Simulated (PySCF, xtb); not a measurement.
diphosphane cation (H4P2), SMILES PP (connectivity only; charge and spin as stated), charge +1, multiplicity 2.

Harmonic wavenumbers (cm⁻¹) from GFN2-xTB run with xtb 6.7.1 at its own minimum, in rising order: 235, 351, 473, 503, 667, 779, 987, 989, 2245, 2247, 2303, 2313.

Question: What does B3LYP-D3(BJ)/def2-TZVP run with PySCF 2.14.0 give at its own minimum? (An estimate is asked for; the answer gives what the named calculation found.)

Answer: 279, 389, 477, 566, 805, 823, 1060, 1061, 2429, 2433, 2459, 2468. Paired by order, the mean absolute difference is 97 cm⁻¹ and the zero-point energies are 20.1 and 21.8 kcal/mol.
